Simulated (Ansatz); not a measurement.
Reactions of `O[SiH]([SiH3])Cl`.

Gas-phase electronic energies from Ansatz, PBE0-D4/def2-TZVP geometries. CCSD(T)/CBS is the MP2 limit (def2-TZVPP, def2-QZVPP) plus CCSD(T) − MP2 in def2-TZVPP, frozen cores. This one scheme is used for every species, atoms too. No spin–orbit coupling; open shells (•) take unrestricted orbitals. Spin–orbit coupling would lower the free atoms: a little for Cl, O, Si. Bonds to Br, Ge, Se are less sure, by a few kJ/mol each and by 10 to 20 or more in all where they break to atoms, as the def2 sets lack core-valence functions. Scalar relativity is left out up to krypton. One conformer a species, not always the lowest.

Order these by ΔE at CCSD(T)/CBS, lowest first. (An estimate is asked.)
A. `O[SiH]([SiH3])Cl` + `[CH3][GeH2][SeH]` → `O[SiH2][SiH3]` + `Cl[CH2][GeH2][SeH]`
B. `O[SiH]([SiH3])Cl` + `CB[SiH2]BC` → `CB[SiH]([SiH3])Cl` + `CB[SiH2]O`
C. `O[SiH]([SiH3])Cl` + H₂O → `O[SiH](O)[SiH3]` + HCl
D. `O[SiH]([SiH3])Cl` + `CC` → `CC[SiH](O)[SiH3]` + HCl
E. `O[SiH]([SiH3])Cl` + `CO[SiH](O)Cl` → `O[Si@@H](Cl)[Si@@H](O)Cl` + `CO[SiH3]`
F. `O[SiH]([SiH3])Cl` → Cl• + 5 H• + O• + 2 Si•
G. `O[SiH]([SiH3])Cl` + `F[CH]([GeH3])Br` → `O[SiH](Cl)Br` + `F[CH]([SiH3])[GeH3]`
H. `O[SiH]([SiH3])Cl` + `[OH][Ge]([OH])([SiH3])[GeH3]` → `O[SiH]([SiH3])[GeH3]` + `[OH][Ge]([OH])([SiH3])[Cl]`

G (-142.7 kJ/mol), C (+5.2 kJ/mol), B (+14.5 kJ/mol), H (+27.4 kJ/mol), E (+40.2 kJ/mol), D (+115.0 kJ/mol), A (+191.6 kJ/mol), F (+2902.3 kJ/mol).

Largest T1 diagnostic: 0.013, for `CB[SiH2]BC`.
